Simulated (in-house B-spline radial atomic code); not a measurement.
Configurations of the molybdenum ion Mo⁵⁺, with energies counted from [Kr] 4d1. Level of theory: scalar-relativistic (X2C) CAM-B3LYP, spin-polarised, spherical fractional occupations, exact exchange averaged over the configuration, Fermi nucleus of rms radius 4.4091 fm; calculated with a radial B-spline atomic code at the basis-set limit. Shells without spins written out take the highest spin.

Occupations are held fixed; configurations that lie above the ionisation limit could autoionise.

| configuration | E - E(ref) (eV) | highest orbital | its <r> (bohr) |
| --- | --- | --- | --- |
| [Kr] 5s1 | 14.222 | 5s up | 2.339 |
| [Kr] 4f1 | 33.147 | 4f up | 2.307 |
| [Ar] 3d10 4s2 4p5 4d2 | 37.855 | 4d up | 1.425 |
| [Ar] 3d10 4s2 4p5 4d1 5p1 | 61.739 | 5p up | 2.565 |
| [Ar] 3d10 4s2 4p5 4d1 4f1 | 72.032 | 4f up | 2.214 |

Question: Order these further configurations by energy, lowest first.
A. [Ar] 3d10 4s2 4p5 4d1 5f1
B. [Kr] 5p1
C. [Ar] 3d10 4s2 4p5 4d1 5s1
D. [Kr] 5f1
E. [Kr] 5d1

Answer: B (22.372 eV), E (34.407 eV), D (45.994 eV), C (53.446 eV), A (85.515 eV).

Question: How far above the reference does [Ar] 3d9 4s2 4p6 4d1 5f1 lie?

Answer: 284.44 eV; its least bound orbital is 5f up with <r> = 4.216 bohr.
